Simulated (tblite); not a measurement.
Species: C₆H₉FN (doublet state).
Cartesian coordinates in Å at the GFN2-xTB level; atoms count from 1:
```xyz
17
C6H9FN angstrom
C      2.573   -0.009    0.237
C      1.281   -0.706    0.286
C      0.124    0.158   -0.245
C     -0.218    1.280    0.700
N     -1.415    1.356    1.076
C     -2.196    0.301    0.484
C     -1.228   -0.580   -0.340
F     -1.158   -1.843    0.211
H      2.799    0.666   -0.566
H      3.341   -0.234    0.950
H      1.058   -1.034    1.305
H      1.311   -1.620   -0.329
H      0.406    0.568   -1.220
H      0.526    1.976    1.051
H     -2.668   -0.282    1.278
H     -2.983    0.743   -0.130
H     -1.562   -0.730   -1.371
```

Computed with GFN2-xTB (tblite): harmonic, unscaled wavenumbers at the GFN2-xTB geometry, gas phase. Against measured fundamentals such values can be off by several per cent, at times by over 20. One conformer, not necessarily the lowest. Open shells enter through the occupations alone, without spin polarisation, and single modes of such species can be off by tens of per cent.

Harmonic wavenumbers (cm⁻¹): 46.2, 84.1, 103.0, 179.2, 241.4, 322.9, 409.4, 445.1, 469.5, 505.6, 744.8, 779.6, 801.1, 845.9, 867.5, 903.9, 975.7, 1008.7, 1017.5, 1035.2, 1089.7, 1117.1, 1131.2, 1146.6, 1159.7, 1188.3, 1210.9, 1241.2, 1263.9, 1273.6, 1307.6, 1322.7, 1403.3, 1438.8, 1444.6, 1722.4, 2815.1, 2932.7, 2947.2, 2965.6, 2972.5, 2989.0, 3108.5, 3136.6, 3182.3.

A = 3198, B = 1798, C = 1272 MHz; mass 114.072 u (most abundant isotopes); point group C1, symmetry number 1; spin multiplicity 2.

Zero-point energy?

½Σν̃ = 29649 cm⁻¹ = 84.77 kcal/mol.

Give the ideal-gas entropy at 298.15 K and 1 bar in the rigid-rotor, harmonic-oscillator model (classical rotation).

Translation 40.14, rotation 28.18, vibration 22.79, spin (R ln 2) 1.38: S = 92.5 cal/(mol K).

And Cp and H(298.15 K) − H(0)?

Cp = 32.46 cal/(mol K), of which vibrations give 24.51 (their classical limit is 45 R = 89.4); H(298.15 K) − H(0) = 5.93 kcal/mol without the zero-point energy, 3.56 from vibrations.

Which modes carry the vibrational entropy at 298.15 K?

46.2 cm⁻¹: 4.97; 84.1 cm⁻¹: 3.79; 103.0 cm⁻¹: 3.40; 179.2 cm⁻¹: 2.34; 241.4 cm⁻¹: 1.79; 322.9 cm⁻¹: 1.30 cal/(mol K); the other 39 give 5.20 together.

Blend soft modes into free rotors: weight 1/[1 + (100 cm⁻¹/ν̃)⁴] for the oscillator and the rest for a rotor with moment μB/(μ + B), μ = h/(8π²ν), B = 10⁻⁴⁴ kg m². What vibrational entropy results?

20.73 cal/(mol K) in place of 22.79, which changes −T·S at 298.15 K by +0.61 kcal/mol.

How do the functions run with temperature in this model?

| T (K) | S (cal/(mol K)) | Cp (cal/(mol K)) | H − H(0) (kcal/mol) | G − H(0) (kcal/mol) | ln q(vib) |
| --- | --- | --- | --- | --- | --- |
| 100 | 68.0 | 16.2 | 1.20 | -5.60 | 1.46 |
| 200 | 81.5 | 23.6 | 3.19 | -13.10 | 3.50 |
| 300 | 92.7 | 32.6 | 5.99 | -21.82 | 5.50 |
| 500 | 113.6 | 50.1 | 14.34 | -42.48 | 9.61 |
| 800 | 141.1 | 66.5 | 32.07 | -80.82 | 15.82 |
| 1000 | 156.7 | 73.5 | 46.11 | -110.64 | 19.77 |

q(vib) and H(0) count from the zero-point level.

What must be added to the electronic energy to get the Gibbs energy at 298.15 K and 1 bar?

ZPE + [H(298.15 K) − H(0)] − T·S = 84.77 + 5.93 − 27.57 = 63.13 kcal/mol.

Hindered rotation and anharmonicity are outside this model. Other conformers, if any are populated, would add a mixing term that is left out. The structure is chiral; the term R ln 2 for an equal mix with its mirror image is left out.
